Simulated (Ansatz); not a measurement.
A nudged elastic band was laid between two geometries of ClH + F2GeH2 (7 atoms, charge 0, multiplicity 1).

The calculation used RKS PBE-D4/def2-mTZVP in Ansatz.

```json
{"movable images": "9", "climbing image": "yes", "spring": "5.0 eV/Å²", "optimiser": "quadratic models (default)", "start path": "through a guess of the saddle point", "force threshold": "0.03 eV/Å", "iteration limit": "60", "end points": "relaxed"}
```

Initial state:

```xyz
7
Properties=species:S:1:pos:R:3
Ge 0.326 -0.186 0.005
H 0.878 -0.478 1.411
F 1.657 0.329 -1.009
F -0.697 1.258 0.130
H -0.479 -1.243 -0.769
Cl -2.732 -0.298 1.949
H -2.261 0.735 1.286
```

Final state:

```xyz
7
Properties=species:S:1:pos:R:3
Ge -0.679 0.403 -0.448
H 0.501 -1.163 2.422
F 0.848 0.994 0.147
F -0.903 1.170 -1.997
H -0.640 -1.122 -0.609
Cl -2.222 1.104 0.860
H -0.214 -1.268 2.628
```

Question: Which bonds break or form, and what moves?

Answer: Bonds broken: Ge1–H2, Cl6–H7. Bonds formed: Ge1–Cl6, H2–H7. ClH + F2GeH2 becomes ClF2GeH + H2.

Question: Give the energies along the band, and the barrier.

Answer: It converged. The highest image is number 5 of 0 to 10, 1.54 eV above the first end and 2.05 eV above the last; the last end lies 0.51 eV below the first. Neighbouring images differ by up to 1.3 eV, so the band resolves the path poorly. A vibrational analysis at the climbing image gives one clearly imaginary mode, 915i cm⁻¹: a first-order saddle point. The orbitals stay closed-shell, which can raise the energy where a bond breaks towards radicals; this wasn't checked here.

```tsv
image	path coordinate (Å)	energy (eV)	Ge1–H2 (Å)	Cl6–H7 (Å)	Ge1–Cl6 (Å)
0	0.00	0.00	1.54	1.31	3.62
1	0.76	0.05	1.54	1.31	3.49
2	1.51	0.11	1.54	1.31	3.48
3	2.27	0.19	1.54	1.31	3.41
4	3.02	0.51	1.57	1.33	3.01
5	3.78	1.54	1.79	1.70	2.52
6	4.76	0.29	2.49	2.27	2.21
7	5.75	-0.37	3.22	2.70	2.15
8	6.74	-0.49	3.79	3.42	2.14
9	7.73	-0.50	3.60	3.83	2.14
10	8.72	-0.51	3.48	3.58	2.14
```

Question: What is the geometry of the highest image?

Answer: 
```xyz
7
Properties=species:S:1:pos:R:3
Ge -0.319 0.017 -0.070
H 0.198 -0.119 1.638
F 1.419 0.184 -0.347
F -0.822 1.586 -0.618
H -0.688 -1.269 -0.817
Cl -2.368 -0.134 1.385
H -0.729 -0.147 1.832
```

The run took 3.6 min on 2 threads of Intel(R) Xeon(R) 6975P-C (Granite Rapids) (shared host), peak memory 0.16 GiB.
